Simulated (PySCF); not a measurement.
Q: Write Cartesian coordinates for `N#CC1([SiH3])CC1` as optimised with PBE0-D3(BJ)/def2-SVP.

A: 
```xyz
13
C4H7NSi angstrom
N      0.001    1.883    1.888
C     -0.012    0.982    1.158
C      0.014   -0.135    0.256
Si     1.719   -0.557   -0.441
C     -1.206   -0.362   -0.625
C     -0.963   -1.273    0.522
H      2.257    0.593   -1.224
H      2.658   -0.903    0.664
H      1.527   -1.737   -1.337
H     -2.015    0.369   -0.546
H     -1.024   -0.729   -1.639
H     -0.609   -2.289    0.326
H     -1.598   -1.175    1.405
```

Orientation and origin are arbitrary. Atoms count from 1 in this order. The 3-membered ring C3–C5–C6 has internal angles of 58.4° to 60.8°. Si4 (SiH3 silicon) is tetrahedral (angles from 106.3° to 110.3°). The C–C distances run from 1.437 Å (C2–C3, drawn single) to 1.523 Å (C3–C6, drawn single), a spread of 0.086 Å.

Bonds between heavy atoms (Å): N1≡C2 1.160, C2–C3 1.437, C3–Si4 1.890, C3–C5 1.522, C5–C6 1.485, C3–C6 1.523.

Method used: PBE0-D3(BJ)/def2-SVP geometry optimisation, gas phase in PySCF 2.14.0.

Point group: Cs (tolerance 0.08 Å). Whether it is a minimum is left open (no frequencies).

On an Arm Neoverse N1 with one thread, shared host, this took 40 s and 0.49 GiB of memory at its peak. These figures are those of the optimisation.
